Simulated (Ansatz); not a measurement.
Stepwise reaction of `[Br][SnH]([Br])[Br]` with hydrogen, as a gas-phase model of exchange steps in deposition or etching. ΔE in kJ/mol; ΔG adds harmonic PBE0-D4 terms to CCSD(T)/CBS, at 1 bar.

Computed with Ansatz on PBE0-D4/def2-TZVP structures; ΔE is electronic, products minus reactants. CCSD(T)/CBS is the MP2 limit (def2-TZVPP, def2-QZVPP) plus CCSD(T) − MP2 in def2-TZVPP, frozen cores. This one scheme is used for every species. Functionals use def2-TZVPP. B3LYP here is the variant with VWN-RPA as its local correlation; programs differ in this. def2 core potentials past Kr. For Br, Sn outer-core shells are correlated without core-valence functions, which leaves a few kJ/mol of doubt a bond. Scalar relativity is left out up to krypton.

```
step                                             reaction  PBE-D4  B3LYP-D4  ωB97M-V  CCSD(T)/CBS  ΔG(500 K)
   1  `[Br][SnH]([Br])[Br]` + H₂ → `[Br][SnH2][Br]` + HBr    82.2      83.0     77.4         85.8       75.0
   2           `[Br][SnH2][Br]` + H₂ → `[Br][SnH3]` + HBr    84.6      85.5     81.4         89.7       82.4
   3                   `[Br][SnH3]` + H₂ → `[SnH4]` + HBr    82.9      84.9     82.8         90.7       87.4
```

By hand: ΔE of the 3 steps together at CCSD(T)/CBS.

(85.8) + (89.7) + (90.7) = 266.2 kJ/mol, or 88.7 kJ/mol a step.

In ΔE the steps differ by no more than 4.9 kJ/mol. All are uphill at CCSD(T)/CBS. ΔG lies between 75.0 and 87.4 kJ/mol a step. PBE-D4 differs from CCSD(T)/CBS by -7.8 to -3.6 kJ/mol a step. Isolated molecules leave out the surface, adducts and barriers. Largest T1 diagnostic: 0.013.
